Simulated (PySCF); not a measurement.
Compound: C5H7O2P.
SMILES with atom numbers: `[CH3:1][O:2][c:3]1[cH:4][p:5][c:6]([CH3:7])[o:8]1`

Cartesian coordinates in Å at the PBE0-D3(BJ)/def2-SVP level; atoms count from 1:
```xyz
15
C5H7O2P angstrom
C     -3.0304   -1.1338   -0.3037
O     -2.9619    0.2182    0.0935
C     -1.7667    0.7601    0.2932
C     -1.4742    2.0421    0.6437
P      0.2864    2.2437    0.7876
C      0.4697    0.5969    0.3649
C      1.6772   -0.2472    0.2032
O     -0.7086   -0.0484    0.1352
H     -2.5081   -1.3004   -1.2595
H     -4.0956   -1.3632   -0.4238
H     -2.5936   -1.8005    0.4568
H     -2.2381    2.8005    0.8023
H      1.7531   -0.6493   -0.8212
H      2.5789    0.3450    0.4074
H      1.6637   -1.1054    0.8961
```

NICS = −σ at a ghost point: NICS(0) at the centroid of the ring atoms, NICS(1) 1 Å to either side along the normal of their mean plane, zz for the tensor component along that normal. Level: GIAO PBE0/pcSseg-1 (PySCF, non-relativistic, gas phase) on the PBE0-D3(BJ)/def2-SVP geometry, one conformer.

Ring bond lengths (Å), with Mayer bond orders in brackets: C3–C4 1.361 (1.56), C4–P5 1.778 (1.11), P5–C6 1.710 (1.55), C6–O8 1.363 (0.99), O8–C3 1.341 (1.06).

Q: Give the NICS values of each ring in ppm.

A: 
| ring | type | NICS(0) | NICS(1), two faces | NICS(1)zz, two faces | rms pucker (Å) | centre to ring atoms, mean (Å) |
| --- | --- | --- | --- | --- | --- | --- |
| C3–C4–P5–C6–O8 | 5-membered ring with O and P; formal bonds all aromatic | -10.5 | -9.2 / -9.2 | -20.3 / -20.3 | 0.00 | 1.28 |

Q: What can be read from them?

A: 
- C3–C4–P5–C6–O8: mean NICS(1)zz -20.3 ppm, shielded.

Q: And the bond-length index? HOMA = 1 − mean of α(R − Ropt)² over the ring bonds, with Krygowski's 1993 parameters (CC: Ropt 1.388 Å, α 257.7 Å⁻²; CO: Ropt 1.265 Å, α 157.38 Å⁻²; CP: Ropt 1.698 Å, α 118.91 Å⁻²).

A: 
- C3–C4–P5–C6–O8: HOMA 0.32; the largest term is that of C6–O8, α(R − Ropt)² = 1.51.

Q: What is the mean of the two in-plane components of NICS at the first NICS(1) probe listed for ring C3–C4–P5–C6–O8, 1 Å off the ring?

A: The isotropic value is a third of the trace: (3 × -9.2 − (-20.3))/2 = -3.6 ppm.

Q: List the ring angles and the Hirshfeld charges of the ring atoms.

A: 
- C3–C4–P5–C6–O8: C3 115.4° (+0.135 e), C4 109.9° (-0.182 e), P5 88.7° (+0.023 e), C6 113.9° (0.000 e), O8 112.1° (-0.055 e); sum 540.0° against 540° for a flat convex ring.

Q: How shielded are the nuclei of the rings and their hydrogens (means over atoms taken as equivalent)?

A: 
```csv
atoms,environment,σ isotropic (ppm),"principal values of the symmetric part, first atom (ppm)"
C3,aromatic carbon bearing oxygen,17.2,"-59.5, 49.2, 61.8"
C4,aromatic CH carbon,89.9,"25.9, 87.2, 156.6"
P5,phosphorus bonded to 2 C,180.6,"-14.1, 143.3, 412.5"
C6,substituted aromatic carbon,-5.1,"-149.8, 41.0, 93.5"
O8,furan-type oxygen,-2.5,"-162.6, -36.2, 191.4"
H12,aromatic hydrogen,25.80,"22.3, 26.9, 28.1"
```

Q: How do the values depend on the level or the medium?

A: 
```
                            level  NICS(0), C3–C4–P5–C6–O8  mean NICS(1)zz, C3–C4–P5–C6–O8
               PBE0/pcSseg-1, gas                    -10.5                           -20.3
   PBE0/pcSseg-1, IEF-PCM benzene                    -10.5                           -20.3
PBE0/pcSseg-1, IEF-PCM chloroform                    -10.4                           -20.2
```

The geometry is the same throughout; the continuum's cavity takes Bondi-type radii × 1.2.

On one thread of an Intel Xeon 6975P-C, shared host, this took 16 s wall and 0.85 GiB of memory at its peak. This is the whole shielding run at PBE0/pcSseg-1, SCF included.
